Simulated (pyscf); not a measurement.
## Elimination: H₃Si–Se–Ge:–Cl (SMILES [SiH3][Se][Ge][Cl]) [singlet] → H₃Si–Cl (SMILES [SiH3]Cl) + :Ge=Se (SMILES [Ge]=[Se]) [singlet]

Gas phase, singlet surface, charge 0. Bonds broken: Cl1–Ge2, Se3–Si4. Bonds formed: Cl1–Si4. Optimised with ωB97X-D3(BJ)/def2-SVP in PySCF.

Transition state (Å):

```xyz
7

Cl     1.0574    -0.1681     0.3307
Ge    -0.0845    -1.5270     1.9671
Se    -1.9753    -1.1431     0.8618
Si    -0.8731     0.4113    -0.9130
H     -1.6282    -0.4151    -1.8943
H     -1.6037     1.5524    -0.3081
H      0.1690     1.0431    -1.7855
```

One imaginary mode, 253i cm⁻¹; descent along it reached the two sides named, in the forms told below.

| bond | change | reactant side (Å) | saddle | product side |
|---|---|---|---|---|
| Cl1–Ge2 | breaks | 2.205 | 2.414 | 3.1 |
| Se3–Si4 | breaks | 2.286 | 2.6 | 3.6 |
| Cl1–Si4 | forms | 3.3 | 2.368 | 2.093 |

Electronic energies relative to the reactant's lowest minimum found (kcal/mol):

```
level                   barrier  reaction energy  reverse barrier
----------------------  -------  ---------------  ---------------
ωB97X-D3(BJ)/def2-TZVP     29.1            +22.1              7.0
PBE/def2-TZVP              24.7            +14.7             10.0
r²SCAN/def2-TZVP           27.0            +15.4             11.6
B3LYP-D3(BJ)/def2-TZVP     27.9            +15.5             12.4
PBE0-D3(BJ)/def2-TZVP      27.2            +18.2              9.0
M06-2X/def2-TZVP           29.2            +16.0             13.2
ωB97M-D3(BJ)/def2-TZVP     28.5            +14.1             14.4
HF/def2-TZVP               37.0             +6.2             30.8
```

With ωB97M-D3(BJ)/def2-TZVP energies and thermal terms (ideal gas, 1 atm, RRHO with modes under 100 cm⁻¹ raised to 100, one conformer, R ln 2 for chiral ones without a mode under 150 cm⁻¹), in kcal/mol:

| T (K) | ΔH‡ | ΔG‡ | ΔH | ΔG |
|---|---|---|---|---|
| 298 | 27.9 | 28.5 | +13.5 | +3.9 |
| 600 | 27.3 | 29.4 | +12.5 | -5.4 |
| 900 | 26.7 | 30.5 | +11.6 | -14.1 |
| 1200 | 26.1 | 31.9 | +10.7 | -22.5 |

On the product side the descent ends in a complex, 5.6 kcal/mol under the separated species and 12.6 kcal/mol under the saddle at ωB97X-D3(BJ)/def2-TZVP. One saddle was located; it need not be the lowest between these sides. Elements up to Kr have no core potential and no relativistic terms here.
